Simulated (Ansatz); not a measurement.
Steps of a relaxation of `C[B]O[SiH3]` radical with UKS PBE0-D4/def2-TZVP.

```sh
$ ansatz run in.yaml --threads 4 --pin off --events-out ev --progress --plain --max-ram 10444MiB
```

```yaml
crystal:
  periodic: [false, false, false]
  atoms:
    - {symbol: C, position_ang: [-0.485726, 1.538857, -1.340775]}
    - {symbol: B, position_ang: [-0.319684, 0.614356, -0.088902]}
    - {symbol: O, position_ang: [0.313964, -0.579237, -0.080427]}
    - {symbol: Si, position_ang: [0.490949, -1.540242, 1.326923]}
    - {symbol: H, position_ang: [0.103077, 2.468656, -1.182869]}
    - {symbol: H, position_ang: [-0.140982, 1.055301, -2.281510]}
    - {symbol: H, position_ang: [-1.538717, 1.867421, -1.459066]}
    - {symbol: H, position_ang: [1.230836, -2.766550, 0.884351]}
    - {symbol: H, position_ang: [-0.857880, -1.912320, 1.867041]}
    - {symbol: H, position_ang: [1.287364, -0.797341, 2.358133]}
basis:
  gaussian: {orbitals: def2-TZVP}
magnetization: {spin_polarized: true, initial_magnetization: 1}
hamiltonian: {xc: pbe0, dispersion: d4}
relax: {f_tol: 0.005, max_steps: 150}
```

Positions (Å) and forces (eV/Å) along the path, 11 of 11 steps:

```xyz
10
step=1 energy=-11730.0223 eV
C    -0.486    1.539   -1.341   -0.034    0.233   -0.224
B    -0.320    0.614   -0.089    0.235   -0.369   -0.168
O     0.314   -0.579   -0.080   -0.146   -0.115    0.871
Si    0.491   -1.540    1.327   -0.059    0.388   -0.623
H     0.103    2.469   -1.183   -0.263   -0.438   -0.081
H    -0.141    1.055   -2.282   -0.170    0.233    0.459
H    -1.539    1.867   -1.459    0.498   -0.175    0.051
H     1.231   -2.767    0.884   -0.166    0.280    0.082
H    -0.858   -1.912    1.867    0.293    0.106   -0.129
H     1.287   -0.797    2.358   -0.189   -0.142   -0.239
10
step=2 energy=-11730.0640 eV
C    -0.482    1.528   -1.329   -0.017    0.091   -0.059
B    -0.316    0.607   -0.083    0.109   -0.158   -0.101
O     0.314   -0.580   -0.076   -0.049   -0.150    0.534
Si    0.489   -1.531    1.316   -0.056    0.321   -0.482
H     0.101    2.448   -1.176   -0.079   -0.129   -0.019
H    -0.141    1.048   -2.259   -0.045    0.055    0.139
H    -1.524    1.850   -1.448    0.140   -0.049    0.019
H     1.221   -2.744    0.874   -0.037    0.055    0.038
H    -0.851   -1.890    1.849    0.070    0.010   -0.023
H     1.272   -0.787    2.335   -0.035   -0.045   -0.046
10
step=3 energy=-11730.0739 eV
C    -0.480    1.523   -1.324    0.000   -0.007    0.012
B    -0.312    0.602   -0.082   -0.008    0.035   -0.039
O     0.314   -0.582   -0.070   -0.005   -0.028    0.079
Si    0.485   -1.520    1.304    0.011    0.015   -0.077
H     0.100    2.439   -1.172    0.007    0.011    0.004
H    -0.141    1.043   -2.247    0.006   -0.007   -0.017
H    -1.519    1.841   -1.441   -0.013    0.001    0.002
H     1.215   -2.733    0.873    0.008   -0.018    0.005
H    -0.848   -1.882    1.838   -0.010   -0.004    0.013
H     1.268   -0.782    2.323    0.003    0.003    0.017
10
step=4 energy=-11730.0742 eV
C    -0.480    1.524   -1.325    0.004   -0.007    0.001
B    -0.312    0.604   -0.082   -0.001    0.018   -0.029
O     0.313   -0.581   -0.068   -0.012    0.002    0.042
Si    0.486   -1.520    1.303    0.010   -0.011   -0.016
H     0.100    2.441   -1.173    0.001    0.003    0.001
H    -0.140    1.044   -2.249    0.001    0.001   -0.004
H    -1.519    1.841   -1.441   -0.004    0.000    0.001
H     1.216   -2.735    0.873    0.001   -0.001    0.000
H    -0.847   -1.883    1.840   -0.003   -0.004    0.001
H     1.267   -0.785    2.324    0.004    0.000    0.003
10
step=5 energy=-11730.0745 eV
C    -0.479    1.525   -1.327    0.006   -0.004   -0.008
B    -0.313    0.609   -0.082    0.010   -0.011   -0.010
O     0.309   -0.578   -0.062   -0.021    0.033    0.006
Si    0.486   -1.521    1.304    0.009   -0.028    0.026
H     0.099    2.443   -1.177   -0.004   -0.003   -0.002
H    -0.139    1.044   -2.251   -0.002    0.004    0.006
H    -1.519    1.840   -1.444    0.003    0.000   -0.001
H     1.216   -2.736    0.871   -0.004    0.010   -0.006
H    -0.846   -1.887    1.843    0.005    0.001   -0.004
H     1.270   -0.790    2.327   -0.002   -0.003   -0.006
10
step=6 energy=-11730.0750 eV
C    -0.478    1.526   -1.332    0.000    0.002    0.001
B    -0.317    0.623   -0.077   -0.002    0.003    0.007
O     0.298   -0.566   -0.044    0.000   -0.002    0.000
Si    0.486   -1.525    1.309    0.005   -0.005   -0.007
H     0.098    2.447   -1.187   -0.002    0.002   -0.005
H    -0.134    1.038   -2.251    0.001   -0.003    0.004
H    -1.518    1.838   -1.455    0.002    0.003   -0.005
H     1.215   -2.731    0.855   -0.002    0.003    0.001
H    -0.841   -1.899    1.851   -0.003   -0.002    0.002
H     1.275   -0.802    2.334    0.002    0.001    0.003
10
step=7 energy=-11730.0648 eV rejected
C    -0.480    1.535   -1.323    0.017   -0.169    0.131
B    -0.327    0.638   -0.043    0.136   -0.083   -0.349
O     0.289   -0.561   -0.043   -0.157    0.295    0.065
Si    0.490   -1.530    1.300   -0.052    0.018    0.118
H     0.086    2.464   -1.218    0.115    0.005    0.082
H    -0.124    1.007   -2.215    0.009    0.025   -0.014
H    -1.511    1.853   -1.489   -0.103   -0.076    0.066
H     1.217   -2.737    0.851    0.019   -0.010   -0.051
H    -0.834   -1.908    1.852    0.015   -0.001   -0.019
H     1.278   -0.813    2.332    0.002   -0.003   -0.028
10
step=8 energy=-11730.0750 eV
C    -0.474    1.527   -1.332   -0.010    0.017   -0.025
B    -0.319    0.627   -0.074    0.010   -0.003    0.010
O     0.282   -0.569   -0.043    0.008    0.002    0.004
Si    0.484   -1.526    1.309   -0.004   -0.007   -0.004
H     0.095    2.452   -1.188   -0.002   -0.006    0.005
H    -0.125    1.038   -2.247   -0.001   -0.004    0.009
H    -1.516    1.834   -1.461    0.000    0.001   -0.003
H     1.216   -2.729    0.850   -0.003    0.000    0.000
H    -0.838   -1.905    1.860    0.000   -0.004    0.004
H     1.278   -0.801    2.329    0.000    0.002    0.000
10
step=9 energy=-11730.0751 eV
C    -0.476    1.528   -1.333    0.002   -0.002   -0.001
B    -0.318    0.634   -0.071   -0.003    0.001    0.004
O     0.285   -0.561   -0.036   -0.001   -0.003    0.002
Si    0.485   -1.526    1.309    0.004   -0.001   -0.001
H     0.094    2.453   -1.194   -0.001    0.000   -0.002
H    -0.125    1.032   -2.245   -0.001    0.003   -0.001
H    -1.517    1.835   -1.466    0.002   -0.002    0.002
H     1.213   -2.729    0.845    0.001    0.000   -0.002
H    -0.837   -1.909    1.860   -0.002    0.005   -0.002
H     1.279   -0.808    2.334   -0.001    0.000    0.001
10
step=10 energy=-11730.0751 eV
C    -0.477    1.528   -1.334    0.003   -0.003    0.006
B    -0.317    0.634   -0.070    0.001   -0.003   -0.004
O     0.289   -0.559   -0.035   -0.001    0.005   -0.006
Si    0.486   -1.527    1.309   -0.005    0.009    0.006
H     0.094    2.452   -1.196   -0.001    0.001   -0.002
H    -0.127    1.031   -2.245    0.000    0.000    0.000
H    -1.518    1.833   -1.464    0.000    0.000    0.000
H     1.214   -2.729    0.843   -0.002    0.000    0.002
H    -0.839   -1.904    1.857    0.003   -0.006   -0.001
H     1.278   -0.810    2.337    0.003   -0.003   -0.001
10
step=11 energy=-11730.0752 eV
C    -0.476    1.528   -1.333   -0.004   -0.001    0.001
B    -0.314    0.635   -0.069    0.001    0.001   -0.001
O     0.289   -0.560   -0.035    0.000   -0.001    0.000
Si    0.485   -1.527    1.309    0.000   -0.001    0.001
H     0.091    2.455   -1.196    0.001    0.002    0.000
H    -0.125    1.032   -2.245    0.001    0.000    0.000
H    -1.518    1.830   -1.464    0.001    0.000    0.000
H     1.211   -2.730    0.844    0.000    0.000    0.000
H    -0.839   -1.905    1.858    0.000    0.000    0.000
H     1.280   -0.811    2.336    0.000    0.000    0.000
```

Hardware: 4 threads of an Arm Neoverse N1 on a shared host. Wall time 55 s, peak host memory 0.42 GiB.
